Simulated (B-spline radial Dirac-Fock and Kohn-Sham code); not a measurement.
# As 3d5/2: cross section and angular parameters

System: the As atom, [Ar] 3d10 4s2 4p3; threshold 49.54 eV (orbital energy of the model). These are calculated numbers from a radial atomic solver; the model is Dirac-Hartree-Slater photoionisation with a Latter tail; cross sections with all multipoles, angular parameters from the dipole term and its interference with E2.

For linearly polarised light dσ/dΩ = σ/(4π) [1 + β P₂(cos θ) + (δ + γ cos²θ) sin θ cos φ], with θ from the polarisation vector and φ the angle between the beam and the projection of the electron momentum on the plane normal to the polarisation.

```
hν (eV)   σ (kb)       β       γ      δ
   61.9     1140   0.312  -0.002  0.006
   63.6     1280   0.190  -0.003  0.006
   75.4     2570  -0.117  -0.009  0.008
     80     3010  -0.101  -0.010  0.009
   95.9     3890   0.067  -0.011  0.011
    100     4010   0.116  -0.010  0.012
    112     4240   0.253  -0.009  0.013
    130     4260   0.427  -0.005  0.015
    156     3820   0.612   0.000  0.017
    229     2320   0.910   0.021  0.022
    238     2170   0.934   0.024  0.023
    337     1080   1.103   0.063  0.028
    400      720   1.157   0.091  0.032
    493      424   1.199   0.136  0.037
    509      389   1.203   0.144  0.037
    536      339   1.208   0.157  0.039
    800      108   1.203   0.282  0.052
    816      101   1.201   0.290  0.052
    958     61.8   1.176   0.351  0.059
   1000     54.0   1.168   0.368  0.061
   1150     34.5   1.136   0.426  0.069
   2000     5.25   0.960   0.664  0.114
   2070     4.64   0.947   0.679  0.118
   2740     1.67   0.841   0.793  0.153
   3690    0.545   0.729   0.906  0.202
   4630    0.225   0.649   0.987  0.248
   4910    0.179   0.629   1.007  0.261
   6000        ?       ?       ?      ?
   9220   0.0135   0.434   1.184  0.444
  15000  0.00167   0.305   1.229  0.646
```

**Question.** Give the values at 6000 eV.

**Answer.** σ = 0.0800 kb, β = 0.564, γ = 1.071, δ = 0.311.
